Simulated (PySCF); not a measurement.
As2, SMILES [As]#[As]. The structure is a stationary point at PBE0-D3(BJ)/def2-TZVP.

The numbers are results of PBE0-D3(BJ)/def2-TZVP run with PySCF, not measurements.

Harmonic wavenumbers (cm⁻¹): 467. Rotational constants (GHz): 3.092 (linear); symmetry number 2.

Q: Work out the zero-point energy and the ideal-gas rigid-rotor harmonic-oscillator thermochemistry at 298.15 K and 1 atm.

A: ZPE = ½ Σ hcν = ½ × 467 cm⁻¹ = 2.79 kJ/mol. H − E(el) = 12.12 kJ/mol. Entropy in J/(mol K): translation 171.22, rotation 65.79, vibration 3.12, total 240.14. G − E(el) = -59.47 kJ/mol. Cp = 34.64 J/(mol K).
